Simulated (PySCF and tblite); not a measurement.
Results of a calculation; reference values are marked as such.
C3H6BrF, numbered as in [CH3:1][C@H:2]([F:3])[CH2:4][Br:5].

The ensemble was built from 60 distance-geometry starts (ETKDG and KDG, MMFF94s, GFN2-xTB) and rests on PBE0-D3(BJ)/def2-SVP geometries. Energies: B3LYP-D3(BJ)/def2-SVP, with GFN2-xTB thermal terms (modes under about 100 cm⁻¹ blended into free rotors). Symmetry numbers and mirror images are counted. Conformers within 3 kcal/mol (GFN2-xTB free energy) were kept, 2 at most. Programs: PySCF with density fitting and tblite.

Torsions listed: F3–C2–C4–Br5.

```tsv
conformer	shape	symmetry	E(GFN2, own minimum) kcal/mol
1	171°	C1	0.00
2	64°	C1	2.05
```

(1) Which of these conformers is the most populated at 298.15 K, and with what share?

(2) Give the DFT energies and free energies relative to the lowest, and all weights.

(3) How does its share change from 180 K to 400 K?

Answers

(1) Conformer 1, about 81 %.

(2) 
```
conformer  shape  E(DFT) kcal/mol  G(298.15 K) kcal/mol  weight %
        1   171°             0.00                  0.00      81.0
        2    64°             0.98                  0.86      19.0
```

(3) From 92 % to 75 %; the mixing entropy goes from 0.56 to 1.13 cal/(mol K).
